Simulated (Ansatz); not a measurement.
A structure relaxed at PBE0-D4/def2-TZVP, charge 0, multiplicity 1:

| atom | x (Å) | y (Å) | z (Å) |
| --- | --- | --- | --- |
| O1 | -1.6793 | -0.7996 | 0.9436 |
| Si2 | -1.3019 | -0.9149 | -0.6754 |
| C3 | -0.0676 | 0.4272 | -0.9966 |
| Si4 | 1.3620 | 0.4956 | 0.2049 |
| O5 | 1.5407 | 2.0952 | 0.5480 |
| O6 | 1.0878 | -0.4115 | 1.5418 |
| H7 | -2.3989 | -1.3393 | 1.2731 |
| H8 | -2.5462 | -0.7554 | -1.4790 |
| H9 | -0.7347 | -2.2582 | -0.9756 |
| H10 | -0.5792 | 1.3949 | -0.9566 |
| H11 | 0.3221 | 0.3125 | -2.0141 |
| H12 | 2.6195 | -0.0405 | -0.3716 |
| H13 | 2.2170 | 2.3302 | 1.1853 |
| H14 | 0.1586 | -0.5362 | 1.7723 |

**Question.** Give its formula and SMILES.

**Answer.** CH8O3Si2, `O[SiH2]C[SiH](O)O`.

**Question.** Point group (tolerance 0.08 Å, 0.16 Å for H)?

**Answer.** C1.

**Question.** Summarise the bond lengths by kind.

**Answer.** 3 × O–Si 1.639 to 1.666 Å; 3 × H–O 0.958 to 0.965 Å; 2 × C–Si 1.851 to 1.869 Å; 3 × H–Si 1.484 to 1.490 Å; 2 × C–H 1.095 to 1.096 Å.

Computed with Ansatz.
